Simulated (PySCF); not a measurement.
Isomers of C6H9NSi. Level of theory: TDDFT CAM-B3LYP/def2-SVPD, vertical, gas phase, core orbitals frozen in the response (PySCF 2.14.0, density-fitted response routines). Geometries: PBE0-D3(BJ)/def2-SVP; one conformer of each isolated species. Triplets are in the Tamm–Dancoff approximation. 'Strongest' means the level of largest summed f among the lowest 10 singlets; it needn't be the same kind of state in each.

Question: Rank by computed lowest singlet excitation energy, lowest first.
A. `C=Cc1ccn([SiH3])c1`
B. `[SiH3]Cc1cccnc1`
C. `[SiH2](/N=C\C=C/C)C#C`
D. `N#C[C@]1(C[SiH3])[C@@H]2C[C@@H]21`
E. `[SiH3]n1c(ccc1)C=C`
F. `C#C/C(=N/[SiH3])C1CC1`

Answer: C (3.66 eV), F (3.86 eV), E (4.71 eV), B (5.00 eV), A (5.42 eV), D (7.33 eV).

```tsv
SMILES	S1 (eV)	first f ≥ 0.01 (nm)	T1 (eV)	f (strongest)	LUMO (eV)	HOMO (eV)	S1 mainly
C#C[SiH2]/N=C\C=C/C	3.66	220	3.16	0.78	-0.55	-8.29	H→L (94%)
C#C/C(=N/[SiH3])C1CC1	3.86	218	3.36	0.29	-0.44	-8.48	H→L (96%)
C=Cc1cccn1[SiH3]	4.71	263	2.91	0.38	0.29	-6.97	H→L (97%)
[SiH3]Cc1cccnc1	5.00	233	4.11	0.49	0.20	-8.40	H-1→L (95%)
C=Cc1ccn([SiH3])c1	5.42	229	3.39	0.44	0.79	-7.20	H→L (85%)
N#C[C@]1(C[SiH3])[C@@H]2C[C@@H]21	7.33	162	6.15	0.05	0.99	-9.51	H-1→L+6 (18%)
```

H and L stand for HOMO and LUMO.

Mean S1 by what the SMILES shows (count): an aromatic ring 5.04 eV (3); a double or triple bond but no aromatic ring 4.95 eV (3).
